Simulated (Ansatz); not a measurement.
Species: [Zn(F)(Br)] (charge 0, multiplicity 1), formula BrFZn.

Problem. How many basis functions does Ansatz (a first-principles code) with frozen-core CCSD(T)/def2-TZVPP // TPSS-D3(BJ)/def2-SVP use, how many core orbitals are frozen, and how many electrons are correlated?

Solution. 143 basis functions and 15 frozen orbitals, which leaves 44 correlated electrons (filled d shells below the valence shell are correlated). Core time is of the order of seconds.
